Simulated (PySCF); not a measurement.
## Calculated NMR parameters of CC(C)(C)n1cc(Cl)nn1

- Formula: C6H10ClN3
- SMILES: CC(C)(C)n1cc(Cl)nn1
- Point group of the computed structure: Cs
- Degrees of unsaturation: 3
- Carbon signals: 4
- Proton signals: 2

Mapped SMILES: `[CH3:1][C:2]([CH3:3])([CH3:4])[n:5]1[cH:6][c:7]([Cl:8])[n:9][n:10]1`; H(Xn) means a hydrogen on atom n.

Calculated, not measured (PySCF): GIAO PBE0/pcSseg-1 shieldings, structure optimised with GFN2-xTB. Averaged over atoms made equivalent by symmetry, fast rotation or ring inversion, relativity neglected, no solvent model, one conformer.

Shifts are taken against calculated references (same method and geometry level): $^{1}$H (σ = 31.72 ppm) and $^{13}$C (σ = 186.93 ppm) against TMS; $^{15}$N (σ = 267.73 ppm) vs NH3.

| carbon | δC, type | δH (multiplicity) | HMBC from (2–3 bonds) | span of the C tensor (ppm) |
| --- | --- | --- | --- | --- |
| C1/C3/C4 | 31.8, CH3 | 1.69 (s) | H(C1)/H(C3)/H(C4) | 45 |
| C2 | 57.7, C | – | H(C6), H(C1)/H(C3)/H(C4) | 43 |
| C6 | 123.6, CH | 7.28 (s) | – | 158 |
| C7 | 144.9, C | – | H(C6) | 114 |

Other nuclei:
| atoms | nucleus | environment | δ (ppm) | σ (ppm) |
| --- | --- | --- | --- | --- |
| N10 | $^{15}$N | pyridine-type nitrogen of an azole | 396.3 | -128.6 |
| N9 | $^{15}$N | pyridine-type nitrogen of an azole | 385.5 | -117.8 |
| N5 | $^{15}$N | pyrrole-type ring nitrogen | 291.2 | -23.5 |

- Carbon types of the structure: 2 × C, 1 × CH, 3 × CH3, which accounts for all hydrogens.
- δC 144.9: aromatic carbon bearing chlorine.
- δC 123.6: aromatic CH next to a ring nitrogen.
- δC 57.7: fully substituted sp3 carbon bonded to N; the inductive effect lowers its shielding.
- δC 31.8: methyl carbon; a saturated carbon with 1 carbon neighbour and no heteroatom attached.
- δH 7.28: hydrogen on an aromatic CH next to a ring nitrogen; the ring current deshields protons in the ring plane.

Carbons that carry Cl, above all several Cl atoms, come out too deshielded, partly because spin–orbit coupling is missing. Shifts are as computed. Against solution values, carbons near 30 ppm lie about +3 ppm off and those near 130 ppm about +5 ppm; carbons on Cl a further +6 ppm. Of 1211 compounds with measured shifts, 218 miss one by over three times the rms of a fit or turn the order of signals round; such compounds aren't used in these exercises. Experimental scales use liquid or dissolved standards, which lie at an offset from isolated NH3 (liquid NH3: subtract about 20 ppm). Unscaled 15N shifts of sp2 nitrogen come out 20 to 40 ppm too high even then. Multiplicities follow the n + 1 count of equivalent neighbours, as no J values were calculated; m marks all less simple cases, F and P coupling included.
